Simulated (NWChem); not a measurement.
System: CH₄GeO₃; SMILES O=[C](O)[GeH2][OH]

The following NWChem deck was run.

```
start job
memory heap 200 mb stack 900 mb global 1100 mb
geometry units angstroms noautoz
  O      1.152792     1.371989     0.757931
  C      0.092678     1.087238     0.239461
  O     -0.848349     2.000604    -0.071142
  Ge    -0.343012    -0.819552    -0.203699
  O      1.146512    -1.632592     0.369540
  H     -0.502191     2.878241     0.197507
  H     -0.523763    -1.012487    -1.727002
  H     -1.577667    -1.309521     0.587548
  H      1.720520    -0.927378     0.721306
end
basis spherical
  O library def2-svpd
  C library def2-svpd
  Ge library def2-svpd
  H library def2-svpd
end
dft
  xc b3lyp
  iterations 150
  mulliken
end
task dft energy
```

Excerpt of the output:

```
             Northwest Computational Chemistry Package (NWChem) 7.3.0
             --------------------------------------------------------

 CS  symmetry detected

                             Geometry "geometry" -> ""
                             -------------------------

 Output coordinates in angstroms (scale by  1.889725989 to convert to a.u.)

  No.       Tag          Charge          X              Y              Z
 ---- ---------------- ---------- -------------- -------------- --------------
    1 O                    8.0000     1.34592059    -1.46905419     0.00000000
    2 C                    6.0000     0.16498006    -1.18777962     0.00000000
    3 O                    8.0000    -0.81599533    -2.11186336     0.00000000
    4 Ge                  32.0000    -0.42384690     0.72933995     0.00000000
    5 O                    8.0000     1.16559897     1.55516108     0.00000000
    6 H                    1.0000    -0.38564537    -2.99336292     0.00000000
    7 H                    1.0000    -1.22114980     1.06951272     1.28024247
    8 H                    1.0000    -1.22114980     1.06951272    -1.28024247
    9 H                    1.0000     1.83697152     0.84818854     0.00000000

 Effective nuclear repulsion energy (a.u.)     366.1488885673

      Symmetry information
      --------------------

 Group name             Cs
 Group number              2
 Group order               2
 No. of unique centers     8

                                 NWChem DFT Module
                                 -----------------

 Summary of "ao basis" -> "ao basis" (spherical)
 ------------------------------------------------------------------------------
       Tag                 Description            Shells   Functions and Types
 ---------------- ------------------------------  ------  ---------------------
 O                         def2-svpd                 9       23   4s3p2d
 C                         def2-svpd                 8       20   4s2p2d
 Ge                        def2-svpd                14       38   6s4p4d
 H                         def2-svpd                 4        8   2s2p

      Symmetry analysis of basis
      --------------------------

        a'        108
        a"         51

            General Information
            -------------------
          SCF calculation type: DFT
          Wavefunction type:  closed shell.
          No. of atoms     :     9
          No. of electrons :    66
           Alpha electrons :    33
            Beta electrons :    33
          Charge           :     0
          Spin multiplicity:     1
          Use of symmetry is: on ; symmetry adaption is: on
          Maximum number of iterations: 150
          AO basis - number of functions:   159
                     number of shells:    65
          Convergence on energy requested:  1.00D-06
          Convergence on density requested:  1.00D-05
          Convergence on gradient requested:  5.00D-04

              XC Information
              --------------
                         B3LYP Method XC Potential
                     Hartree-Fock (Exact) Exchange  0.200
                        Slater Exchange Functional  0.800 local
                    Becke 1988 Exchange Functional  0.720 non-local
              Lee-Yang-Parr Correlation Functional  0.810
                  VWN I RPA Correlation Functional  0.190 local

             Grid Information
             ----------------
          Grid used for XC integration:  medium
          Radial quadrature: Mura-Knowles
          Angular quadrature: Lebedev.
          Tag              B.-S. Rad. Rad. Pts. Rad. Cut. Ang. Pts.
          ---              ---------- --------- --------- ---------
          O                   0.60       49          13.0       434
          C                   0.70       49          11.0       434
          Ge                  1.25      112          11.0       590
          H                   0.35       45          13.0       434
          Grid pruning is: on
          Number of quadrature shells:   443
          Spatial weights used:  Erf1

      Superposition of Atomic Density Guess
      -------------------------------------

 Sum of atomic energies:       -2338.74866635

      Non-variational initial energy
      ------------------------------

 Total energy =   -2340.476232
 1-e energy   =   -3985.570425
 2-e energy   =    1278.945304
 HOMO         =      -0.329513
 LUMO         =       0.000658

      Symmetry analysis of molecular orbitals - initial
      -------------------------------------------------

  Numbering of irreducible representations:

     1 a'          2 a"

  Orbital symmetries:

     1 a'          2 a'          3 a'          4 a"          5 a'
     6 a'          7 a'          8 a'          9 a'         10 a'
    11 a'         12 a"         13 a'         14 a'         15 a'
    16 a"         17 a'         18 a'         19 a"         20 a'
    21 a'         22 a'         23 a'         24 a'         25 a'
    26 a"         27 a'         28 a'         29 a"         30 a'
    31 a"         32 a"         33 a'         34 a"         35 a'
    36 a'         37 a'         38 a'         39 a'         40 a'
    41 a"         42 a'         43 a"

     ---------------------------------------------
      Total Density - Mulliken Population Analysis
     ---------------------------------------------

    Atom       Charge   Shell Charges
 -----------   ------   -------------------------------------------------------
    1 O    8     8.96   1.99  1.14  0.70  0.02  3.06  1.87  0.14  0.01  0.03
    2 C    6     5.00   1.99  0.93  0.27  0.06  1.43  0.31  0.11 -0.09
    3 O    8     8.62   1.99  1.11  0.64 -0.02  2.95  1.82  0.11  0.01  0.01
    4 Ge  32    30.90   2.00  2.00  2.00  1.03  0.16 -0.00  6.00  5.98  1.03  0.60  8.14  1.82  0.15  0.00
    5 O    8     9.17   1.99  1.11  0.69  0.12  3.08  2.01  0.17  0.00  0.01
    6 H    1     0.70   0.55  0.09  0.05  0.01
    7 H    1     1.03   0.67  0.33  0.01  0.01
    8 H    1     1.03   0.67  0.33  0.01  0.01
    9 H    1     0.58   0.54  0.00  0.06 -0.02

   convergence    iter        energy       DeltaE   RMS-Dens  Diis-err
 ---------------- ----- ----------------- --------- --------- ---------
 d= 0,ls=0.0,diis     1  -2342.6398195386 -2.71D+03  1.67D-02  1.55D+00
 d= 0,ls=0.0,diis     2  -2342.1511736066  4.89D-01  9.85D-03  6.79D+00
 d= 0,ls=0.0,diis     3  -2342.8069350952 -6.56D-01  2.43D-03  1.58D-01
 d= 0,ls=0.0,diis     4  -2342.8132066133 -6.27D-03  1.16D-03  9.11D-02
 d= 0,ls=0.0,diis     5  -2342.8216931309 -8.49D-03  2.16D-04  2.42D-03
  Resetting Diis
 d= 0,ls=0.0,diis     6  -2342.8218493882 -1.56D-04  9.11D-05  5.16D-04
 d= 0,ls=0.0,diis     7  -2342.8218972637 -4.79D-05  3.21D-05  1.02D-05
 d= 0,ls=0.0,diis     8  -2342.8218959155  1.35D-06  1.91D-05  2.48D-05
 d= 0,ls=0.0,diis     9  -2342.8218981580 -2.24D-06  3.05D-06  5.09D-07
 d= 0,ls=0.0,diis    10  -2342.8218981992 -4.12D-08  9.00D-07  2.94D-08

         Total DFT energy =    -2342.821898199186
      One electron energy =    -3986.949243857083
           Coulomb energy =     1389.695571439564
    Exchange-Corr. energy =     -111.717114348945
 Nuclear repulsion energy =      366.148888567278

 Numeric. integr. density =       66.000007298973

                  Occupations of the irreducible representations
                  ----------------------------------------------

                     irrep           alpha         beta
                     --------     --------     --------
                     a'               25.0         25.0
                     a"                8.0          8.0

                       DFT Final Molecular Orbital Analysis
                       ------------------------------------

 Vector   31  Occ=2.000000D+00  E=-3.587500D-01  Symmetry=a'
              MO Center=  9.4D-01,  9.8D-01, -1.4D-14, r^2= 2.7D+00
   Bfn.  Coefficient  Atom+Function         Bfn.  Coefficient  Atom+Function
  ----- ------------  ---------------      ----- ------------  ---------------
   110      0.477261  5 O  py               113      0.305594  5 O  py
   109      0.216564  5 O  px                 6      0.154987  1 O  py
    79     -0.155614  4 Ge px               107      0.152631  5 O  s
   108      0.148006  5 O  s                 29      0.146590  2 C  py
   106      0.137229  5 O  s                112      0.137625  5 O  px

 Vector   32  Occ=2.000000D+00  E=-3.094303D-01  Symmetry=a"
              MO Center=  5.7D-01,  1.4D+00, -7.1D-16, r^2= 2.3D+00
   Bfn.  Coefficient  Atom+Function         Bfn.  Coefficient  Atom+Function
  ----- ------------  ---------------      ----- ------------  ---------------
   111      0.552778  5 O  pz               114      0.389592  5 O  pz
   136     -0.192891  7 H  s                144      0.192891  8 H  s
    81     -0.116466  4 Ge pz                84     -0.109391  4 Ge pz
   137     -0.095937  7 H  s                145      0.095937  8 H  s
   117      0.094987  5 O  pz                88      0.083491  4 Ge d  1

 Vector   33  Occ=2.000000D+00  E=-2.996151D-01  Symmetry=a'
              MO Center=  5.8D-01, -1.0D+00,  1.2D-15, r^2= 2.8D+00
   Bfn.  Coefficient  Atom+Function         Bfn.  Coefficient  Atom+Function
  ----- ------------  ---------------      ----- ------------  ---------------
     6      0.504655  1 O  py                 9      0.351390  1 O  py
    80      0.223353  4 Ge py                29     -0.176577  2 C  py
    48      0.170489  3 O  px                26     -0.154917  2 C  s
    83      0.153242  4 Ge py                46      0.137801  3 O  s
    51      0.129229  3 O  px               108     -0.126525  5 O  s

 Vector   34  Occ=0.000000D+00  E=-4.924926D-02  Symmetry=a"
              MO Center=  1.9D-01, -9.9D-01, -1.1D-14, r^2= 2.7D+00
   Bfn.  Coefficient  Atom+Function         Bfn.  Coefficient  Atom+Function
  ----- ------------  ---------------      ----- ------------  ---------------
    30      0.499221  2 C  pz                33      0.428543  2 C  pz
     7     -0.360353  1 O  pz                10     -0.307514  1 O  pz
    50     -0.229477  3 O  pz                53     -0.197661  3 O  pz
   101     -0.141148  4 Ge d -1              13     -0.113353  1 O  pz
   136     -0.101611  7 H  s                144      0.101611  8 H  s

 Vector   35  Occ=0.000000D+00  E=-1.461518D-02  Symmetry=a'
              MO Center= -5.7D-01,  1.1D-01, -9.8D-14, r^2= 7.3D+00
   Bfn.  Coefficient  Atom+Function         Bfn.  Coefficient  Atom+Function
  ----- ------------  ---------------      ----- ------------  ---------------
    27      2.786546  2 C  s                  4     -1.060221  1 O  s
    71     -0.929635  4 Ge s                 47     -0.861354  3 O  s
   108     -0.768177  5 O  s                 55     -0.403316  3 O  py
    54     -0.365914  3 O  px               104      0.360971  4 Ge d  2
    83      0.315989  4 Ge py               115     -0.262373  5 O  px

 Vector   36  Occ=0.000000D+00  E=-1.078059D-02  Symmetry=a'
              MO Center= -2.7D-01, -7.8D-01, -1.9D-13, r^2= 1.1D+01
   Bfn.  Coefficient  Atom+Function         Bfn.  Coefficient  Atom+Function
  ----- ------------  ---------------      ----- ------------  ---------------
    27      3.258652  2 C  s                 72      2.255018  4 Ge s
    71     -2.050637  4 Ge s                  4     -1.697933  1 O  s
    47     -1.145186  3 O  s                 55     -0.925439  3 O  py
   108     -0.757754  5 O  s                 11      0.507360  1 O  px
    82      0.487227  4 Ge px                26      0.433095  2 C  s

     ---------------------------------------------
      Total Density - Mulliken Population Analysis
     ---------------------------------------------

    Atom       Charge   Shell Charges
 -----------   ------   -------------------------------------------------------
    1 O    8     8.50   1.99  1.11  0.68  0.15  2.83  1.54  0.15  0.02  0.03
    2 C    6     5.47   1.98  0.99  0.19 -0.17  1.95  0.39  0.12  0.02
    3 O    8     8.30   1.99  1.11  0.62  0.03  2.88  1.55  0.11  0.01  0.01
    4 Ge  32    31.49   2.00  2.00  1.99  1.24  0.12 -0.01  6.00  5.97  1.35  0.64  8.09  1.82  0.27  0.00
    5 O    8     8.76   1.99  1.09  0.68  0.20  2.85  1.75  0.20  0.01 -0.01
    6 H    1     0.85   0.69  0.07  0.06  0.02
    7 H    1     0.93   0.72  0.20  0.01  0.00
    8 H    1     0.93   0.72  0.20  0.01  0.00
    9 H    1     0.76   0.69  0.00  0.06  0.01

     -------------------------------------------
      Total Density - Lowdin Population Analysis
     -------------------------------------------

    Atom       Charge   Shell Charges
 -----------   ------   -------------------------------------------------------
    1 O    8     8.18   1.97  0.87  0.48  0.12  2.66  1.58  0.24  0.03  0.22
    2 C    6     6.17   1.96  0.47  0.20  0.12  1.67  0.74  0.25  0.76
    3 O    8     8.03   1.97  0.83  0.42  0.11  2.67  1.56  0.21  0.02  0.23
    4 Ge  32    31.07   2.00  2.00  1.91  0.45  0.19  0.12  5.99  5.81  1.24  0.69  7.81  2.04  0.53  0.30
    5 O    8     8.32   1.97  0.85  0.50  0.11  2.66  1.76  0.29  0.01  0.17
    6 H    1     0.98   0.48  0.12  0.16  0.22
    7 H    1     1.07   0.58  0.33  0.02  0.14
    8 H    1     1.07   0.58  0.33  0.02  0.14
    9 H    1     1.12   0.49  0.13  0.17  0.32

     Multipole analysis of the density
     ---------------------------------

     L   x y z        total         alpha         beta         nuclear
     -   - - -        -----         -----         ----         -------
     0   0 0 0     -0.000000    -33.000000    -33.000000     66.000000

     1   1 0 0     -0.766698     -0.383349     -0.383349      0.000000
     1   0 1 0     -0.682084     -0.341042     -0.341042     -0.000000
     1   0 0 1      0.000000      0.000000      0.000000      0.000000

     2   2 0 0    -33.149236    -93.540627    -93.540627    153.932019
     2   1 1 0     -0.782607     -3.073903     -3.073903      5.365200
     2   1 0 1      0.000000      0.000000      0.000000      0.000000
     2   0 2 0    -29.489694   -210.701937   -210.701937    391.914180
     2   0 1 1      0.000000      0.000000      0.000000      0.000000
     2   0 0 2    -30.637287    -21.171692    -21.171692     11.706097
```

Level: B3LYP/def2-SVPD. Coordinates come from a B3LYP/6-31G* (spherical d) optimisation.
